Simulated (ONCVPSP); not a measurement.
**Br: from the effect back to the setting (ONCV)**

Base potential:

Br (Z = 35), optimised norm-conserving Vanderbilt (ONCV), made with ONCVPSP 4.0.1 (PBEsol, scalar-relativistic). Core [Ne] 3s2, reference 3p6 3d10 4s2 4p5. Waves: 4s: rc 1.35 bohr, ncon 3, nbas 8, qcut 5.4 1/bohr, 2 projectors, debl 3.7 Ha; 3p+4p: rc 0.80 bohr, ncon 4, nbas 8, qcut 14 1/bohr, 2 projectors; 3d: rc 0.60 bohr, ncon 4, nbas 8, qcut 20.8 1/bohr, 2 projectors, debl 3.8 Ha. Local part: polynomial inside 0.60 bohr (lpopt 5, dvloc0 0 Ha). Core correction: Teter function, fcfact 5, rcfact 1.

Cutoffs, loose and tight: the cutoffs (Ha) at which the residual kinetic energy of the hardest occupied pseudo-wave falls to 1 and 0.1 mHa per electron. They do not see the model core or the augmentation charge, which bear on the density cutoff. Test errors are all-electron minus pseudo excitation energies from the reference, over the configurations 3p6 3d10 4s2 4p4; 3p6 3d10 4s2 4p3; 3p6 3d10 4s2 4p2; 3p6 3d9 4s2 4p6; variants that change the core or the reference have their own tests.

Only the scale of all radii but the core radius (base = 1) is moved:

```tsv
scale of all radii but the core radius (base = 1)	cutoff, loose	cutoff, tight	bound ghosts	largest test error (meV)
0.8	945 Ha	1096 Ha	s	-117
0.87	754 Ha	906 Ha	s	-122
0.9	643 Ha	832 Ha	s	-94
0.97	291 Ha	689 Ha	s	-91
1.11	197 Ha	267 Ha	s	-71
1.18	188 Ha	208 Ha	s	-53
1.26	176 Ha	195 Ha	s	-27
1.33	170 Ha	188 Ha	s	-8.7
```

Question: One more run gave cutoff, loose: 208 Ha; cutoff, tight: 541 Ha; bound ghosts: s; largest test error (meV): -83. Which value of the scale of all radii but the core radius (base = 1) was used?

Answer: 1.05. The loose cutoff moves one way along this sweep, from 945 Ha at 0.8 to 170 Ha at 1.33, which places the run between 0.97 and 1.11.
